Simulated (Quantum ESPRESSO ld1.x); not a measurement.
Problem. Coherent X-ray form factor from a spherical all-electron density. Method: scalar-relativistic Kohn-Sham, LDA (Slater exchange, Perdew-Zunger correlation), spin-polarised, spherical densities, point nucleus; computed with ld1.x of Quantum ESPRESSO 7.5.

sin(theta)/lambda (1/angstrom),f0 (electrons)
0.05,53.209
0.1,51.044
0.15,48.016
0.2,44.689
0.25,41.481
0.3,38.589
0.4,33.804
0.5,29.940
0.6,26.648
0.8,21.545
1,18.209
1.25,15.426
1.5,13.132
2,9.185

The species is in the configuration that NIST lists as its ground one. Which atom or ion scatters so?

Solution. The barium ion Ba2+, [Xe]. Extrapolating in s^2 from the first two rows gives f0(0) = 53.9, near the electron count 54; among species with that count, the fall with angle is slower the higher Z, and the table is that of Z = 56; from so few rows the species is fixed only to a neighbour or two.
